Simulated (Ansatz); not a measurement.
`FC1C=CC1(F)F` → 4 C• + 3 F• + 3 H•  (atomization)

Calculated with Ansatz (gas phase, PBE0-D4/def2-TZVP geometries, no zero-point term in ΔE). CBS: MP2 limit from def2 TZ/QZ plus the TZ coupled-cluster correction, frozen cores. This one scheme is used for every species, atoms too. DFT in def2-TZVPP. Open shells (•) are unrestricted, without spin–orbit coupling. Spin–orbit coupling would lower the free atoms: a little for C, F.

`FC1C=CC1(F)F`:

```xyz
10

F     0.978    1.501   -1.053
C     0.439    0.268   -0.818
C     0.995   -0.486    0.360
C    -0.162   -0.544    1.023
C    -0.888    0.268   -0.007
F    -1.941   -0.330   -0.609
F    -1.300    1.489    0.379
H     0.384   -0.274   -1.766
H     1.987   -0.872    0.555
H    -0.493   -1.020    1.937
```

CCSD(T)/CBS gives +4327.9 kJ/mol.

(1) Another level gave +5185.5 kJ/mol. Which?
A. LDA (SPW92)/def2-TZVPP
B. CCSD/def2-TZVPP
C. CAM-B3LYP/def2-TZVPP
D. BLYP/def2-TZVPP

Largest T1 diagnostic among the species: 0.012.

Results:

(1) A. LDA (SPW92) 5185.5, CCSD/def2-TZVPP 4118.7, BLYP 4306.2, CAM-B3LYP 4342.9 kJ/mol.

In def2-TZVPP, CCSD(T) changes the Hartree–Fock value by +1170.7 kJ/mol (the triples alone add +91.5 kJ/mol) and MP2 by +1333.2 kJ/mol; breaking electron pairs costs correlation energy, which Hartree–Fock lacks. From r2SCAN to r2SCAN0 (25 % exact exchange), in def2-TZVPP and without D4, ΔE moves by −110.6 kJ/mol: exact exchange takes away binding that semilocal exchange gives to molecules.

For atomizations the MP2-based limit and the directly extrapolated one differ by several kJ/mol either way, and by 10 to 25 for some Ge, Se and Sn compounds, so smaller differences from it don't rank the levels.
